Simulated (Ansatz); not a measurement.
Series Al-XY, Y = methyl, computed as singlets and as triplets. Isolated molecules, 0 K electronic values unless said otherwise. One relaxed conformer stands for each flexible species; it need not be the lowest. Strings in code marks are SMILES.

Quantity: adiabatic spin-state energy, in kcal/mol. The DFT solution of `[BH2][Al-][CH3]` is unstable or spin-contaminated; the geometry comes from it.

A: `C=[CH][Al-][CH3]`: multiplicity 3 minus multiplicity 1
B: `[CH3][Al-][SiH3]`: multiplicity 3 minus multiplicity 1
C: `[CH3][Al-][CH]=O`: multiplicity 3 minus multiplicity 1
D: `[CH3][Al-][CH3]`: multiplicity 3 minus multiplicity 1
E: `[BH2][Al-][CH3]`: multiplicity 3 minus multiplicity 1
F: `[CH3][Al-][OH]`: multiplicity 3 minus multiplicity 1

Put the candidates in order of adiabatic spin-state energy, lowest first, for BLYP/aug-cc-pVTZ // PBE0-D3(BJ)/def2-TZVPD (Ansatz, a quantum-chemistry and plane-wave program).

E (3.80 kcal/mol), C (11.4 kcal/mol), A (16.8 kcal/mol), B (17.7 kcal/mol), D (19.5 kcal/mol), F (27.0 kcal/mol)
